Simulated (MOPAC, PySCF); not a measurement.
C₂H₃NSi, SMILES `C#CN=[SiH2]`, neutral singlet in the gas phase. 

Cartesian coordinates (Å):
SMILES: C#CN=[SiH2]
```xyz
7

C     -1.9930     1.0591    -0.2651
C     -0.8380     0.7027    -0.1813
N      0.4172     0.3797    -0.1072
Si     1.4331    -0.8044     0.2007
H     -3.0031     1.3724    -0.3391
H      1.0824    -2.1913     0.5757
H      2.8678    -0.5144     0.1093
```
Charge 0, multiplicity 1.

All levels are single points at this geometry (B3LYP-D3(BJ)/def2-TZVP); Pople sets use spherical d functions. Orbital energies aren't observables, and empty levels follow the basis.

| level | HOMO (eV) | LUMO (eV) | gap (eV) | dipole (D) | vertical IE, Delta-SCF (eV) |
|---|---|---|---|---|---|
| B3LYP-D3(BJ)/def2-TZVP in PySCF | -6.11 | -2.61 | 3.50 | 3.19 | 8.29 |
| B3LYP/3-21G in PySCF | -5.85 | -2.23 | 3.62 | 2.43 | – |
| B3LYP/6-31G* in PySCF | -5.80 | -2.26 | 3.54 | 2.71 | 8.09 |
| B3LYP/LANL2DZ in PySCF | -6.06 | -2.56 | 3.49 | 2.82 | – |
| PBE/6-31G* in PySCF | -4.93 | -2.88 | 2.05 | 2.37 | 8.11 |
| SVWN5/6-31G* in PySCF | -5.05 | -3.04 | 2.01 | 2.42 | 8.33 |
| HF/6-31G* in PySCF | -8.39 | 0.98 | 9.37 | 3.99 | – |
| AM1 in MOPAC | -8.96 | -0.99 | 7.97 | 2.01 | – |
| PM6 in MOPAC | -8.63 | -1.11 | 7.53 | 4.87 | – |
